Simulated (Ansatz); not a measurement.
Sn₂H₄⁺, relaxed as a quartet with UKS B3LYP-D4/def2-TZVP in Ansatz, starting from the B3LYP-D4/def2-TZVP geometry of the charge +1 doublet. Force threshold 0.02 eV/Å.

In the def2 sets Sn takes a core potential; there is no spin–orbit coupling. The relaxation made no stability test and no search for a lower SCF solution. At B3LYP-D4/def2-TZVP a doublet of charge 1 lies 1.92 eV below the quartet, each at its own geometry. The structure comes from a short search, and lower isomers may exist.

Start:

```xyz
6

Sn   -0.2007   -1.3154    0.2978
Sn    0.2011    1.3145   -0.2981
H     0.1083   -2.4842   -0.8944
H    -0.0955    2.4761    0.9042
H     1.2886    1.7194   -1.5381
H    -1.3019   -1.7105    1.5286
```

Problem. Estimate the energy that the relaxation releases and the steps that it takes.

Solution. 2.13 eV, in 9 steps; 13 s on 4 threads of Arm Neoverse V2 on a shared host. No frequencies were taken in this run, so the end may be a saddle point.

Problem. Does the start keep its bonding and symmetry?

Solution. By distances, no bond broke or formed, bridged metal pairs apart. The bond that changes most is Sn1–Sn2, from 2.73 to 3.37 Å (atoms count from 1). Metal–metal contacts that move far: Sn1–Sn2 2.73 to 3.37 Å. Point group C2h at the start, C2h at the end, both within 0.05 Å; within 0.015 Å the end is C2.

Problem. Predict the relaxed structure.

Solution. 
```xyz
6

Sn    0.133   -1.578    0.576
Sn   -0.135    1.579   -0.571
H     0.103   -2.152   -1.058
H    -0.090    2.147    1.064
H     1.339    1.362   -1.454
H    -1.350   -1.359    1.443
```
Bond lengths (bridged metal pairs left out): 4 × H–Sn 1.73 Å.
